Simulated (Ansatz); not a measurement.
Basis-set extrapolation for C2H5ClMg, SMILES `C[CH2][Mg][Cl]` (PBE0-D4/def2-TZVP geometry, frozen core, Ansatz). Multiplicity 1, RHF reference. For Mg the program correlates outer-core shells too, which these sets cover unevenly, so the extrapolated numbers aren't a true limit.

|  | def2-TZVPP | def2-QZVPP |
| --- | --- | --- |
| HF | -737.864718 | -737.890280 |
| MP2 correlation | -0.744882 | -0.828355 |
| CCSD(T) correlation | -0.818617 | not run |

Energies in hartree. Use E(X) = E(∞) + A·exp(−7.88·√X) for Hartree–Fock and E(X) = E(∞) + B·X^(−2.97) for correlation, with X = 3 and 4, and add CCSD(T) minus MP2 of the smaller set to the MP2 limit.

Question: What is the CCSD(T) energy at the basis-set limit?

Answer: HF limit: -737.890280 + (-0.025562) × 0.13774 = -737.89380. MP2 limit: -0.828355 + (-0.083473) × 0.74074 = -0.89019. Higher-order term: -0.818617 − (-0.744882) = -0.07373. Total: -738.85772 hartree, 457.8 kJ/mol below CCSD(T)/def2-TZVPP.
